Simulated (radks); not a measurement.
Results of a calculation; reference values are marked as such.
Coulomb parameter of the 4d shell of the technetium ion Tc2+ in the model configuration [Kr] 4d4 5s1, as a second difference U = [E(n + 0.5) + E(n - 0.5) - 2 E(n)] / (0.5)^2 with all orbitals relaxed. "Bare": the charge of the atom changes with n. "Screened": the 5s shell takes up the change at fixed total charge, which measures U(4d,4d) + U(5s,5s) - 2 U(4d,5s). Level of theory: scalar-relativistic Kohn-Sham, BLYP, spin-unpolarised, spherical densities, point nucleus (a radial shooting solver on a logarithmic mesh with Libxc functionals).

| case | configuration | E - E(n) (eV) |
|---|---|---|
| start | [Kr] 4d4 5s1 | 0.000 |
| bare +0.5 | [Kr] 4d4.5 5s1 | -11.245 |
| bare -0.5 | [Kr] 4d3.5 5s1 | 14.333 |
| screened +0.5 | [Kr] 4d4.5 5s0.5 | -2.524 |
| screened -0.5 | [Kr] 4d3.5 5s1.5 | 2.968 |

U(bare) = 12.350 eV, U(screened by 5s) = 1.773 eV, against the Slater integral F0(4d,4d) = 15.782 eV with frozen orbitals.
